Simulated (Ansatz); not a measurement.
Rb2H3 was relaxed with r2SCAN-D4 (def2-TZVP) in Ansatz in these states: neutral doublet, neutral quartet. The geometries follow in no particular order.

In the def2 sets Rb takes a core potential; there is no spin–orbit coupling.

A:

```xyz
5

Rb    2.654    1.760    1.219
Rb    1.054   -3.206    3.520
H    -1.138    1.594   -2.224
H    -1.301   -1.079   -0.606
H    -1.269    0.932   -1.908
```

B:

```xyz
5

Rb    1.5486    1.2620   -0.3972
Rb    1.5889   -2.3642    1.8620
H    -1.7475    1.2132   -1.1649
H     0.0768   -0.7565    0.4573
H    -1.4668    0.6455   -0.7572
```

Q: Judge from the bond lengths which geometry belongs to which state (an estimate).

A: A is the neutral quartet (Rb2–H4 5.205 Å, Rb1–H4 5.199 Å, Rb1–Rb2 5.702 Å); B is the neutral doublet (Rb2–H4 2.616 Å, Rb1–H4 2.640 Å, Rb1–Rb2 4.273 Å).

At PBE0-D4/def2-TZVP a doublet lies 2.10 eV below the neutral quartet. In the quartet, H3 and H5 lie 0.74 Å apart (atoms count from 1), so H2 has formed as a molecule. In the doublet, H3 and H5 lie 0.75 Å apart (atoms count from 1), so H2 has formed as a molecule. These are the stationary points nearest to one start from a short search; other shapes may lie lower in each state. The neutral quartet has come apart into loosely held pieces.
